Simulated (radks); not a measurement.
Q: Radial electron density D(r) = 4 pi r^2 rho(r) of an atom or ion with 40 electrons. All-electron calculation, Dirac Kohn-Sham, PBEsol, spin-unpolarised, spherical densities, finite nucleus; Fermi nuclear charge, rms radius of each element as measured or else 0.836 A^(1/3) + 0.57 fm. Program: a radial shooting solver on a logarithmic mesh with Libxc functionals.

```
   r/bohr * D(r) (the largest magnitude, 62.7, reaches the edge; | marks zero)
 0.001623 | *
  0.00213 |  *
 0.002819 |   *
   0.0037 |      *
 0.004895 |         *
 0.006425 |              *
 0.008502 |                     *
  0.01125 |                            *
  0.01476 |                                    *
  0.01954 |                                          *
  0.02564 |                                             *
  0.03393 |                                          *
  0.04453 |                                      *
  0.05892 |                                      *
  0.07796 |                                              *
   0.1023 |                                                      *
   0.1354 |                                                   *
   0.1777 |                                       *
   0.2352 |                                 *
   0.3087 |                                       *
   0.4084 |                                       *
   0.5404 |                       *
   0.7093 |           *
   0.9385 |        *
    1.232 |        *
     1.63 |    *
    2.139 | *
    2.831 |*
    3.745 *
    4.916 *
    6.505 *
```

What is the nuclear charge?

A: Z = 41. The innermost maximum, from 1s, lies near gamma/Z bohr with gamma = sqrt(1 - (Z/c)^2) = 0.954, here 0.0233 bohr (found: 0.0254), and its height grows with Z. The density is that of the niobium ion Nb+ in [Kr] 4d4; the configuration itself is not fixed sharply by these data, and Z only to a few units. D(r) has 4 maxima, at r = 0.0254, 0.112, 0.354, 1.03 bohr, and minima at 0.0514, 0.228, 0.902 bohr, inside which lie 2.06, 11.11, 29.39 electrons.
